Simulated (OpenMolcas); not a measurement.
## Sc I: CASPT2 settings compared

```
Program             : OpenMolcas 26.06
Basis               : ANO-RCC-VDZP [5s4p2d1f]
Scalar Hamiltonian  : X2C, point nucleus
Active space        : 3 electrons in 6 orbitals (3d 4s)
State averaging     : 2S+1 = 2 even, 29 roots; 2S+1 = 4 even, 10 roots kept (CI in the orbitals of an earlier block)
Spin-orbit coupling : RASSI with atomic mean-field integrals over the reference wave functions, term energies averaged over their components
```

Methods on the same reference wave functions:
A. CASSCF
B. SS-CASPT2, IPEA 0.15 Eh, real shift 0.15 Eh (closed shells correlated: 3s 3p)
C. SS-CASPT2, IPEA 0 Eh, imaginary shift 0.5 Eh (closed shells correlated: none)
D. SS-CASPT2, IPEA 0.75 Eh, sigma2 regulariser 0.1 Eh (closed shells correlated: 3s 3p)
E. MS-CASPT2, IPEA 0.15 Eh, real shift 0.15 Eh (closed shells correlated: 3s 3p)
F. MS-CASPT2, IPEA 0 Eh, imaginary shift 0.5 Eh (closed shells correlated: none)

Energies in cm-1 above 3d 4s2 2D 3/2, the measured ground level; measured values from NIST Handbook of Basic Atomic Spectroscopic Data.

```
        Level      A      B      C      D      E      F  Measured
3d 4s2 2D 3/2    0.0    0.0    0.0    0.0    0.0    0.0       0.0
3d 4s2 2D 5/2    139    139    139    139    144    141       168
3d2 4s 4F 3/2   5519  10590  10610  10830  11010  10630     11520
3d2 4s 4F 5/2   5567  10630  10660  10880  11060  10680     11558
3d2 4s 4F 7/2   5635  10700  10730  10940  11120  10750     11610
3d2 4s 4F 9/2   5722  10790  10810  11030  11210  10830     11677
3d2 4s 2F 5/2  12599  14940  16330  16140  15370  16350     14926
3d2 4s 2F 7/2  12734  15080  16470  16270  15500  16490     15042
3d2 4s 4P 1/2  14765  17340  18540  18490  17760  18560          
3d2 4s 4P 3/2  14793  17370  18560  18520  17790  18580          
3d2 4s 4P 5/2  14836  17410  18600  18580  17840  18620          
3d2 4s 2D 3/2  15888  13270  18970  17320  14110  19020          
3d2 4s 2D 5/2  15900  13270  19000  17320  14100  19040          
3d2 4s 2G 7/2  19654  22070  23260  22690  22490  23280          
3d2 4s 2G 9/2  19654  22070  23260  22690  22490  23280          
3d2 4s 2P 1/2  21088  20690  23270  22910  21110  23290          
3d2 4s 2P 3/2  21147  20750  23330  22970  21170  23350
```

Deviations, from unrounded energies. A percentage is the sum of absolute deviations over the sum of measured energies, with the sign that they share, or ± where signs differ.

```
                  Against measurement  Levels      A      B      C      D      E      F
       mean absolute deviation (cm-1)       7   4100    530    920    740    410    910
fine structure of the ground term (%)       1  -17.3  -17.3  -17.3  -17.3  -14.4  -16.4
             other configurations (%)       6  -37.4   ±4.9   ±8.4   ±6.7   ±3.8   ±8.3
```

E lies closest to measurement on these levels and A furthest from it. The largest miss of E in the table is 3d2 4s 4F 3/2, by -510 cm-1. The ranking rests on the paired levels alone, and a cruder setting can come out closer through cancelling errors.

Among B to F the level of the table that moves most is 3d2 4s 2D 5/2, by 5800 cm-1 (lowest in B, highest in F). Moves below CASPT2's spread within the term are not significant.

The mean deviations of B to F differ by less than CASPT2's widest spread within a term (1200 cm-1), so their order carries little weight.

The lowest spin-free term lies below A's lowest term by 0.276 hartree in B, 0.034 hartree in C, 0.265 hartree in D, 0.278 hartree in E, 0.034 hartree in F.

CASPT2 breaks the degeneracy within a term, and the mean is taken; among the terms shown or strongly mixed into the levels shown the widest spread is 1200 cm-1 (3d2 4s 2F, E). Over all roots computed the reference weight is 0.87 to 0.95 in B, 0.87 to 0.95 in E; the roots of lowest weight are the least certain, and an intruder state may touch them. Terms from blocks run as CI alone lack orbitals of their own. A single d shell beside an s shell can misplace configurations of different d count against each other. Without dynamic correlation excited terms often stand tens of per cent too high (terms of higher spin than the ground term too low), and those without a measured partner can miss by more than the paired ones (holds for A). The CASPT2 spread within a term exceeds the gap to the next term for 3d2 4s 2G and 3d2 4s 2P, so the order of their levels is uncertain (holds for C; F). Computed and measured levels are paired by configuration, term and J; levels that our copy of the source lacks, or whose pairing is in doubt (as where it misses far off the trend of its configuration), stay unpaired and out of the deviations. Only configurations of the active space appear.
